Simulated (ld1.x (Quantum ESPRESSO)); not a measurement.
Transferability test, TM semilocal potential for niobium

niobium (Nb), norm-conserving Troullier–Martins (semilocal form), made with ld1.x (Quantum ESPRESSO) 7.5 (PBEsol, scalar-relativistic). Core [Ar] 3d10 4s2, reference 4p6 4d4 5s0 5p0 (charge +1). Waves: 4p (bound): rc 2.00 bohr; 4d (bound): rc 2.55 bohr; 5s (bound, empty): rc 2.45 bohr. Local part: the s channel. Core correction: none.

Energies are relative to the spin-unpolarised reference configuration 4p6 4d4 5s0 5p0; without spin polarisation the order of configurations can differ from experiment.

(1) Give the all-electron excitation energy and the error of the potential for: 4p6 4d4 5s1 5p0; 4p6 4d3 5s0 5p0; 4p6 4d2 5s0 5p0; 4p6 4d4 5s0.5 5p0; 4p6 4d3 5s1 5p1; 4p6 4d5 5s0 5p0; 4p6 4d3 5s2 5p0.

Levels in the configuration 4p6 4d4 5s1 5p0:

```json
{"level": "4p", "all-electron (eV)": "-34.492", "pseudo (eV)": "-34.543"}
{"level": "4d", "all-electron (eV)": "-3.056", "pseudo (eV)": "-3.065"}
{"level": "5s", "all-electron (eV)": "-4.013", "pseudo (eV)": "-4.008"}
```

Results:

(1)

| valence configuration | charge | ΔE all-electron (eV) | error AE − PS (meV) |
| --- | --- | --- | --- |
| 4p6 4d4 5s1 5p0 | 0 | -6.652 | -1.7 |
| 4p6 4d3 5s0 5p0 | +2 | 14.028 | -1.1 |
| 4p6 4d2 5s0 5p0 | +3 | 38.725 | +20 |
| 4p6 4d4 5s0.5 5p0 | +0.5 | -3.999 | -0.1 |
| 4p6 4d3 5s1 5p1 | 0 | -3.841 | +84 |
| 4p6 4d5 5s0 5p0 | 0 | -5.369 | -3.1 |
| 4p6 4d3 5s2 5p0 | 0 | -7.186 | -30 |

ld1.x printed “convergence not achieved” for 4 of the counted tests; their residual had stalled under 1e-8, short of the target of 1e-14.
